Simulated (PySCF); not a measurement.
Sn(OH)3(SH) (H₄O₃SSn), SMILES [OH][Sn]([OH])([OH])[SH]. Geometry: PBE0-D3(BJ)/def2-SVP. The def2 effective core potentials stand for the cores of Sn; spin–orbit coupling is left out. The values are those of a single conformer.

Calculation: PySCF with PBE0-D3(BJ)/def2-SVP.

Harmonic wavenumbers (cm⁻¹): 91, 114, 135, 154, 162, 175, 194, 227, 257, 370, 625, 645, 650, 715, 841, 865, 871, 2707, 3877, 3879, 3888. Rotational constants (GHz): 2.875, 1.737, 1.641; symmetry number 1.

### Question
Work out the zero-point energy and the ideal-gas rigid-rotor harmonic-oscillator thermochemistry at 298.15 K and 1 atm.

### Answer
ZPE = ½ Σ hcν = ½ × 21441 cm⁻¹ = 128.24 kJ/mol. H − E(el) = 155.52 kJ/mol. Entropy in J/(mol K): translation 175.00, rotation 117.42, vibration 108.94, total 401.35. G − E(el) = 35.85 kJ/mol. Cp = 132.54 J/(mol K). Modes under 150 cm⁻¹ make the vibrational entropy uncertain.
